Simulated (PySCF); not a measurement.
Run record: excited-state job, `N#C[Si@H](Br)[GeH2][GeH3]`.

Computed with TDDFT CAM-B3LYP/def2-SVPD, vertical, gas phase, core orbitals frozen in the response (PySCF 2.14.0, density-fitted response routines). Geometry: PBE0-D3(BJ)/def2-SVP. The input is one job of a driver script: a line of settings, then coordinates in Å.

Input:
```
{"job": {"kind": "uv", "xc": "CAM-B3LYP", "basis": "def2-SVPD", "ip": true}, "charge": 0, "multiplicity": 1}
N     -2.134980     2.362737    -0.765487
C     -1.988743     1.220013    -0.626412
Si    -1.642138    -0.593803    -0.419557
Br    -2.215324    -1.133415     1.661607
Ge     0.701886    -0.898618    -0.672482
Ge     1.767744     0.589199     0.919388
H     -2.541456    -1.314211    -1.359575
H      1.084477    -0.557588    -2.124726
H      1.011008    -2.379830    -0.392009
H      1.323713     0.206109     2.339454
H      1.337372     2.030775     0.607723
H      3.296727     0.466549     0.805288
```

Output:
```
coarse grid: 53712 points
cycle   1  E = -7113.4059617087  dE = -1.958e+00  |g| = 6.791e-01  |ddm| = 4.118e+00
cycle   2  E = -7113.3186504098  dE =  8.731e-02  |g| = 9.459e-01  |ddm| = 1.634e+00
cycle   3  E = -7113.4865367737  dE = -1.679e-01  |g| = 2.075e-01  |ddm| = 9.827e-01
cycle   4  E = -7113.4945310283  dE = -7.994e-03  |g| = 4.247e-02  |ddm| = 1.936e-01
cycle   5  E = -7113.4948824076  dE = -3.514e-04  |g| = 8.539e-03  |ddm| = 6.272e-02
cycle   6  E = -7113.4948932883  dE = -1.088e-05  |g| = 1.571e-03  |ddm| = 1.379e-02
cycle   7  E = -7113.4948938302  dE = -5.419e-07  |g| = 5.326e-04  |ddm| = 3.101e-03
final grid: 105512 points
cycle   8  E = -7113.4947907292  dE = -4.196e-08  |g| = 5.152e-04  |ddm| = 2.236e-03
cycle   9  E = -7113.4947907244  dE =  4.784e-09  |g| = 5.640e-04  |ddm| = 9.169e-04
cycle  10  E = -7113.4947907583  dE = -3.387e-08  |g| = 8.642e-05  |ddm| = 4.603e-04
cycle  11  E = -7113.4947907599  dE = -1.652e-09  |g| = 1.703e-05  |ddm| = 8.229e-05
cycle  12  E = -7113.4947907600  dE = -7.640e-11  |g| = 5.234e-06  |ddm| = 3.489e-05
converged SCF energy = -7113.4947907600

Static polarisability (au): isotropic 129.042, principal 122.441 125.200 139.485

Singlet excitations
state   eV       nm        f      main configurations
  1   5.7084    217.2   0.01021   H->L 0.87
  2   6.3773    194.4   0.00577   H-2->L 0.86
  3   6.6342    186.9   0.00588   H->L+1 0.24, H-3->L 0.21, H-1->L 0.19
  4   6.6844    185.5   0.04275   H-1->L 0.34, H->L+2 0.22, H->L+1 0.20
  5   6.7706    183.1   0.10116   H->L+1 0.27, H-5->L 0.15, H-1->L 0.14
  6   6.8133    182.0   0.32065   H->L+2 0.42, H->L+1 0.15, H-1->L 0.14
  7   7.0833    175.0   0.01808   H-3->L 0.14, H-6->L+1 0.11, H-6->L 0.11
  8   7.1641    173.1   0.00904   H->L+3 0.19, H-3->L+1 0.09, H-2->L+1 0.08
  9   7.1676    173.0   0.01927   H->L+3 0.47, H-6->L 0.09
 10   7.3635    168.4   0.03743   H-1->L+1 0.32, H->L+4 0.28, H-1->L+2 0.14

Triplet excitations (Tamm-Dancoff, eV): 5.2718 5.5750 5.8879 5.9363
Vertical ionisation energy (delta-SCF) = 10.0898 eV
Vertical electron affinity (delta-SCF) = -0.0136 eV
```

The SCF starts on a coarse grid where the log names one; the energy can jump when the final grid takes over, and dE then counts from the start density on the new grid. H and L stand for HOMO and LUMO; the number after each pair is its weight.

Q: How does the lowest singlet excitation compare with the HOMO–LUMO gap?

A: HOMO -9.44 eV and LUMO -0.54 eV give a gap of 8.90 eV; S1 at 5.71 eV lies 3.19 eV below it.

In short: HOMO -9.44 eV, LUMO -0.54 eV; lowest singlet 5.71 eV; lowest triplet 5.27 eV (Tamm–Dancoff); mean polarisability 129.0 au.

 The CAM-B3LYP/def2-SVPD calculation is non-relativistic and has no spin–orbit coupling, an omission that weighs most on bromine and germanium.

Time: 8.8 min of wall time. Hardware: an Arm Neoverse V1 with one thread, on a shared host.

One conformer stands for the species.
Labels such as C1 count atoms from 1, the log's own numbers from 0.
